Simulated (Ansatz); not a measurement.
`O[SiH2]CS` and `O[SiH2][CH2][GeH3]` differ in one atom or group.

Ansatz, PBE0-D4/def2-TZVP geometries, multiplicity 1. Each molecule was computed in one conformer, which needn't be the lowest.

Scalar relativity is left out up to krypton.

```json
{"property": "LUMO energy (ωB97M-V/def2-TZVPP) / eV", "`O[SiH2]CS`": "1.88"}
{"property": "LUMO energy (PBE/def2-TZVPP) / eV", "`O[SiH2]CS`": "-0.84"}
{"property": "HOMO–LUMO gap (PBE0/def2-TZVPP) / eV", "`O[SiH2]CS`": "7.16"}
{"property": "ideal-gas entropy at 298 K and 1 bar (rigid rotor, harmonic PBE0-D4/def2-TZVP) / J/(mol·K)", "`O[SiH2]CS`": "330"}
{"property": "HOMO energy (ωB97M-V/def2-TZVPP) / eV", "`O[SiH2]CS`": "-9.28"}
{"property": "HOMO–LUMO gap (B3LYP/def2-TZVPP) / eV", "`O[SiH2]CS`": "6.69"}
```

Q: Give the same properties after the change, and the shifts. (Best estimate.)

A: Computed: 
```tsv
property	`O[SiH2][CH2][GeH3]`	shift
LUMO energy (ωB97M-V/def2-TZVPP) / eV	1.78	-0.10
LUMO energy (PBE/def2-TZVPP) / eV	-0.63	0.21
HOMO–LUMO gap (PBE0/def2-TZVPP) / eV	8.51	1.35
ideal-gas entropy at 298 K and 1 bar (rigid rotor, harmonic PBE0-D4/def2-TZVP) / J/(mol·K)	367	37
HOMO energy (ωB97M-V/def2-TZVPP) / eV	-10.49	-1.21
HOMO–LUMO gap (B3LYP/def2-TZVPP) / eV	8.01	1.32
```

With PBE0 the HOMO falls by 1.21 eV and the LUMO rises by 0.14 eV, so the gap widens by about 1.35 eV. PBE moves the HOMO by -1.10 eV and ωB97M-V by -1.21 eV. The zero-point energy changes by 34.2 kJ/mol with +6 modes. Modes under 60 cm⁻¹, often nearly free rotors, make the harmonic entropy too high.

B3LYP here is the variant with VWN-RPA as its local correlation; programs differ in this.
